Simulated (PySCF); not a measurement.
A geometry optimisation, step by step.

Compound: 2-thiophenemethanol, C5H6OS.
Numbering: `[OH:1][CH2:2][c:3]1[cH:4][cH:5][cH:6][s:7]1` (hydrogens: H8 on O1; H9, H10 on C2; H11 on C4; H12 on C5; H13 on C6)

Computed by this run: PBE0-D3(BJ)/def2-SVP geometry optimisation, gas phase (PySCF 2.14.0); density fitting, grid level 2; the optimiser is geomeTRIC in internal coordinates, started from a GFN2-xTB structure. The frame can shift and turn from step to step; on so coarse a grid that alone can change the energy by a few meV, and forces under 0.02 eV/Å are noise.

Step 0: E = -18143.9014 eV, largest atomic force 0.832 eV/Å
```
atom  x, y, z in Å  |  force x, y, z in eV/Å
O1     -2.481   -0.433   -0.655   -0.089   0.048  -0.050
C2     -1.773    0.335    0.295   -0.074  -0.694  -0.452
C3     -0.295    0.115    0.225   -0.493  -0.122   0.545
C4      0.610    0.719   -0.591    0.191  -0.057   0.005
C5      1.923    0.223   -0.428   -0.103   0.148  -0.148
C6      1.997   -0.757    0.506   -0.366  -0.360   0.369
S7      0.466   -1.095    1.209    0.006   0.228  -0.186
H8     -2.289   -1.366   -0.507    0.074   0.098   0.048
H9     -2.004    1.375    0.054    0.015   0.252   0.083
H10    -2.134    0.116    1.310   -0.043   0.148   0.279
H11     0.346    1.495   -1.287   -0.196   0.445  -0.377
H12     2.772    0.583   -0.981    0.499   0.175  -0.284
H13     2.857   -1.310    0.832    0.578  -0.309   0.169
```

Step 1: E = -18143.9460 eV, largest atomic force 0.177 eV/Å
```
atom  x, y, z in Å  |  force x, y, z in eV/Å
O1     -2.404   -0.583   -0.757    0.007  -0.021  -0.009
C2     -1.735    0.101    0.269   -0.017   0.167   0.056
C3     -0.248   -0.074    0.242    0.049  -0.054  -0.005
C4      0.667    0.529   -0.585   -0.051   0.096  -0.048
C5      1.988    0.033   -0.418    0.069   0.009  -0.055
C6      2.062   -0.955    0.530    0.020  -0.023   0.034
S7      0.526   -1.269    1.225   -0.015  -0.036  -0.001
H8     -2.113   -1.501   -0.733    0.000  -0.019  -0.002
H9     -1.963    1.171    0.125    0.002  -0.074   0.021
H10    -2.119   -0.171    1.273   -0.004  -0.016  -0.030
H11     0.389    1.313   -1.294    0.013  -0.044   0.015
H12     2.855    0.392   -0.976   -0.032  -0.010   0.020
H13     2.943   -1.504    0.861   -0.043   0.025   0.006
```

Step 2: E = -18143.9466 eV, largest atomic force 0.060 eV/Å
```
atom  x, y, z in Å  |  force x, y, z in eV/Å
O1     -2.402   -0.579   -0.755   -0.019  -0.009  -0.028
C2     -1.733    0.105    0.272    0.007   0.007   0.029
C3     -0.247   -0.077    0.240   -0.015  -0.004  -0.033
C4      0.667    0.528   -0.590   -0.009  -0.004   0.030
C5      1.988    0.032   -0.421   -0.003  -0.003   0.019
C6      2.060   -0.952    0.531    0.034  -0.031  -0.028
S7      0.523   -1.279    1.217    0.004   0.060   0.004
H8     -2.111   -1.497   -0.734    0.001   0.007   0.004
H9     -1.962    1.173    0.136   -0.001  -0.008  -0.002
H10    -2.117   -0.175    1.273    0.002  -0.005  -0.001
H11     0.388    1.308   -1.301   -0.001  -0.006   0.001
H12     2.855    0.391   -0.976    0.001   0.002   0.006
H13     2.940   -1.496    0.871    0.001  -0.006  -0.001
```

Step 3: E = -18143.9469 eV, largest atomic force 0.031 eV/Å
```
atom  x, y, z in Å  |  force x, y, z in eV/Å
O1     -2.403   -0.580   -0.755   -0.007   0.001  -0.015
C2     -1.735    0.105    0.273    0.011  -0.015   0.008
C3     -0.247   -0.074    0.239    0.007  -0.004   0.005
C4      0.668    0.530   -0.590    0.004  -0.017   0.017
C5      1.988    0.031   -0.421    0.000  -0.001  -0.003
C6      2.061   -0.955    0.530   -0.021   0.020  -0.012
S7      0.523   -1.271    1.220   -0.009  -0.003   0.009
H8     -2.110   -1.497   -0.734    0.000   0.005   0.004
H9     -1.967    1.172    0.137   -0.003   0.012  -0.004
H10    -2.117   -0.177    1.274    0.004  -0.003   0.004
H11     0.390    1.308   -1.302    0.000   0.005  -0.008
H12     2.856    0.390   -0.976    0.007   0.004  -0.006
H13     2.940   -1.500    0.869    0.006  -0.004   0.002
```

Q: Summarise the path.

A: The energy falls by 1.05 kcal/mol from step 0 to step 3; nine tenths of that is first reached at step 1. It falls at every step. The largest force goes from 0.832 to 0.031 eV/Å. Among the bonds C6–H13 changes most (a near tie, within 0.001 Å, with another), from 1.072 to 1.089 Å; the atoms move by 0.071 Å rms after alignment.

Q: Follow the three bonds and two angles with the largest change from start to end.

A: 
```tsv
step	E above end (kcal/mol)	largest force (eV/Å)	C6–H13 (Å)	C4–H11 (Å)	C5–H12 (Å)	H9–C2–H10 (°)	O1–C2–H10 (°)
0	1.05	0.832	1.072	1.075	1.075	108.9	110.4
1	0.02	0.177	1.090	1.093	1.092	106.5	112.2
2	0.01	0.060	1.089	1.091	1.091	106.6	111.9
3	0.00	0.031	1.089	1.091	1.091	106.6	111.9
```

The cost below is that of the whole optimisation. Time: 34 s of wall time; peak memory 0.68 GiB. Hardware: an Arm Neoverse V1 with one thread (shared host).
